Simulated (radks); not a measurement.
The antimony anion Sb3-, [Xe], held by a Watson sphere: a shell of charge +3 at radius R that stands for the Madelung well of a crystal (potential energy -3/R inside, -3/r outside, in hartree with lengths in bohr). Method: scalar-relativistic Kohn-Sham, r2SCAN, spin-polarised, spherical densities, finite nucleus; meta-GGA in the generalised Kohn-Sham scheme; Fermi nuclear charge, rms radius of each element as measured or else 0.836 A^(1/3) + 0.57 fm; computed with a radial shooting solver on a logarithmic mesh with Libxc functionals.

R (bohr)  e(4d) (eV)  e(5s) (eV)  e(5p) (eV)  <r> 5p (bohr)  sum of <r^2> (bohr^2)  X-ray form factor at sin(theta)/lambda = 0.2 1/angstrom
2.59         -33.838     -15.328      -7.247          2.777                  85.88                                                   40.905
2.8          -33.266     -14.681      -6.910          2.859                  89.51                                                   40.831
3.08         -32.717     -13.899      -6.447          2.970                  94.50                                                   40.765
3.46         -32.202     -12.984      -5.829          3.118                  101.5                                                   40.722
3.99         -31.705     -11.961      -5.032          3.319                  111.5                                                   40.724
4.49         -31.355     -11.223      -4.375          3.502                  121.2                                                   40.758
5.14         -31.002     -10.519      -3.667          3.732                  134.5                                                   40.810
5.2          -30.974     -10.466      -3.609          3.753                  135.8                                                   40.815
5.72         -30.758     -10.074      -3.160          3.931                  147.3                                                   40.847
